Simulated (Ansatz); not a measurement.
thienothiophene (C6H4S2), singlet, geometry from GFN2-xTB. Base run: BLYP/def2-SVP (Ansatz, a quantum-chemistry and plane-wave program).

Input for Ansatz:
Ansatz 0.2 input:
```yaml
crystal:
  periodic: [false, false, false]
  atoms:
    - {symbol: C, position_ang: [2.22003131, -0.07797162, 0.44942758]}
    - {symbol: C, position_ang: [1.63481759, 0.09787413, -0.76183178]}
    - {symbol: C, position_ang: [0.22889463, 0.09082685, -0.64938130]}
    - {symbol: S, position_ang: [-1.09106418, 0.25587010, -1.75177317]}
    - {symbol: C, position_ang: [-2.22003131, 0.07797162, -0.44942758]}
    - {symbol: C, position_ang: [-1.63481759, -0.09787413, 0.76183178]}
    - {symbol: C, position_ang: [-0.22889463, -0.09082685, 0.64938130]}
    - {symbol: S, position_ang: [1.09106418, -0.25587010, 1.75177317]}
    - {symbol: H, position_ang: [3.26754805, -0.11651960, 0.67385468]}
    - {symbol: H, position_ang: [2.17150947, 0.22543816, -1.68349378]}
    - {symbol: H, position_ang: [-3.26754805, 0.11651960, -0.67385468]}
    - {symbol: H, position_ang: [-2.17150947, -0.22543816, 1.68349378]}
basis:
  gaussian:
    orbitals: def2-SVP
hamiltonian:
  xc: blyp
```

Each row names what was changed in the base input (with any setting that the change needs).

```
change                                                           ΔE vs base (µEh)
---------------------------------------------------------------  ----------------
base                                                                          0.0
final_grid = 4, 8, 17                                                         560
accuracy = high                                                               2.0
forces = on                                                                   0.0
final_grid = 6, 12, 29                                                        3.6
lower_state_search = off                                                      0.0
final_grid = 14, 28, 59                                                      -1.8
point_charge = charge:-1.0 position_ang:-1.7612, 4.448, -4.1579              -513
nuclear_model = gaussian                                                      620
final_grid = 10, 20, 41                                                      -1.1
lower_state_search = full                                                     0.0
```
